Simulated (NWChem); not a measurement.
arsine (AsH₃); SMILES [AsH3]

```xyz
4

As     0.0058    -0.0041     0.0528
H     -1.2938     0.4134    -0.6263
H      0.8276     0.9380    -0.8199
H      0.2038    -1.1631    -0.9179
```
Atoms are numbered in this order, from 1.

The geometry was optimised at PBE0/def2-SVP.

Q: List the 4 lowest vertical singlet excitations from Hartree-Fock/aug-cc-pVDZ, TDHF (NWChem).

A: 
| state | energy (eV) | oscillator strength | leading excitation (squared amplitude) |
|---|---|---|---|
| S1 | 6.99 | 0.170 | HOMO → LUMO (0.84) |
| S2 | 7.31 | 0.113 | HOMO → LUMO+3 (0.67) |
| S3 | 7.31 | 0.113 | HOMO → LUMO+4 (0.67) |
| S4 | 8.51 | 0.019 | HOMO → LUMO+1 (0.59) |
